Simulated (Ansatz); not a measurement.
Cost and result for the atomization energy of C₇H₁₂, SMILES `CCC#CCCC` (19 atoms, 18 bonds).

```json
{"atom": "C1", "x (Å)": "2.452", "y (Å)": "0.785", "z (Å)": "1.509"}
{"atom": "C2", "x (Å)": "2.364", "y (Å)": "1.098", "z (Å)": "0.017"}
{"atom": "C3", "x (Å)": "1.123", "y (Å)": "0.637", "z (Å)": "-0.584"}
{"atom": "C4", "x (Å)": "0.090", "y (Å)": "0.243", "z (Å)": "-1.059"}
{"atom": "C5", "x (Å)": "-1.173", "y (Å)": "-0.226", "z (Å)": "-1.608"}
{"atom": "C6", "x (Å)": "-2.273", "y (Å)": "-0.366", "z (Å)": "-0.552"}
{"atom": "C7", "x (Å)": "-1.942", "y (Å)": "-1.386", "z (Å)": "0.521"}
{"atom": "H8", "x (Å)": "2.390", "y (Å)": "-0.291", "z (Å)": "1.683"}
{"atom": "H9", "x (Å)": "3.395", "y (Å)": "1.147", "z (Å)": "1.923"}
{"atom": "H10", "x (Å)": "1.633", "y (Å)": "1.260", "z (Å)": "2.052"}
{"atom": "H11", "x (Å)": "3.209", "y (Å)": "0.638", "z (Å)": "-0.507"}
{"atom": "H12", "x (Å)": "2.462", "y (Å)": "2.177", "z (Å)": "-0.140"}
{"atom": "H13", "x (Å)": "-1.503", "y (Å)": "0.464", "z (Å)": "-2.392"}
{"atom": "H14", "x (Å)": "-1.016", "y (Å)": "-1.195", "z (Å)": "-2.098"}
{"atom": "H15", "x (Å)": "-3.201", "y (Å)": "-0.646", "z (Å)": "-1.062"}
{"atom": "H16", "x (Å)": "-2.448", "y (Å)": "0.613", "z (Å)": "-0.096"}
{"atom": "H17", "x (Å)": "-1.021", "y (Å)": "-1.114", "z (Å)": "1.043"}
{"atom": "H18", "x (Å)": "-1.797", "y (Å)": "-2.380", "z (Å)": "0.088"}
{"atom": "H19", "x (Å)": "-2.742", "y (Å)": "-1.457", "z (Å)": "1.260"}
```

Charge 0, multiplicity 1. Geometry: relaxed with PBE0-D4/def2-TZVP. It is one conformer, not always the lowest. Program: Ansatz. All runs use 2 threads of an AMD EPYC 7R13 on a shared host and a share of an NVIDIA H100 80 GB. Times are those of one run each, without the atoms' runs, and a repeat can differ threefold. Electronic energies, without spin–orbit coupling; frozen cores. CCSD(T)/CBS adds CCSD(T) − MP2 in def2-TZVPP to the MP2 limit, and its time is that of the two runs behind it. T1 = 0.010. HSE06 is the plane-wave form, built on full-range PBE exchange.

CCSD(T)/CBS is a level of theory with its own doubt, some kJ/mol a heavy atom from the limit and from the frozen cores, so smaller differences don't rank the functionals.

```csv
level,functions,wall time,atomization (kcal/mol),difference from CCSD(T)/CBS,per bond
BLYP-D4/def2-TZVPP,385,3.5 s,1880.8,-3.6,-0.2
HSE06-D4/def2-TZVPP,385,3.7 s,1905.3,20.9,1.2
PBE-QIDH/def2-TZVPP,385,3.7 s,1888.7,4.3,0.2
PBE0-D4/def2-TZVPP,385,4.6 s,1904.0,19.6,1.1
PBE-D4/def2-TZVPP (with forces),385,5.5 s,1928.9,44.5,2.5
BHLYP-D4/def2-TZVPP,385,5.5 s,1843.8,-40.6,-2.3
CAM-B3LYP-D4/def2-TZVPP,385,5.5 s,1895.2,10.8,0.6
revPBE-D4/def2-TZVPP,385,6 s,1886.8,2.4,0.1
CCSD(T)/def2-SVP,158,6 s,1819.7,-64.7,-3.6
ωB97M-V/def2-TZVPP (with forces),385,6.5 s,1890.7,6.3,0.4
MP2/def2-QZVPP,759,9 s,1894.5,10.1,0.6
CCSD(T)/def2-TZVPP,385,13 s,1844.8,-39.6,-2.2
CCSD(T)/CBS(def2),–,22 s,1884.4,0.0,0.0
```

Leaving LDA and LC-ωPBE aside and taking each functional with its dispersion term where it has one, the values spread over 85.1 kcal/mol, from BHLYP-D4 to PBE-D4. LDA lies +222.9 kcal/mol from PBE without D4, its usual overbinding. In def2-TZVPP, CCSD(T) changes the Hartree–Fock value by +420.4 kcal/mol (the triples alone add +24.6 kcal/mol) and MP2 by +447.0 kcal/mol; breaking electron pairs costs correlation energy, which Hartree–Fock lacks. From BLYP to BHLYP (50 % exact exchange), in def2-TZVPP and without D4, the atomization energy moves by −27.7 kcal/mol: exact exchange takes away binding that semilocal exchange gives to molecules.
